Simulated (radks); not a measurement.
Question: Successive ionisation energies (eV) of one element, from differences of total energies of ions in their ground configurations, starting at charge 0: 7.326, 14.864, 32.444, 42.828, 68.406, 85.048, 102.45, 120.54, 139.28, 158.61, 182.46, 203.26, 224.56, 246.35, 337.68, 362.50, 387.64, 413.10, 470.19, 497.96, 604.37, 608.01. Calculated with a radial shooting solver on a logarithmic mesh with Libxc functionals: Dirac Kohn-Sham, BLYP, spin-unpolarised, spherical densities, finite nucleus; open shells fill j = l - 1/2 first; Fermi nuclear charge, rms radius 5.5012 fm. Which element is it?

Answer: Lead (Z = 82). The first species listed is Pb in [Hg] 6p2, the last Pb21+ in [Kr] 4d10 4f13 5s2.
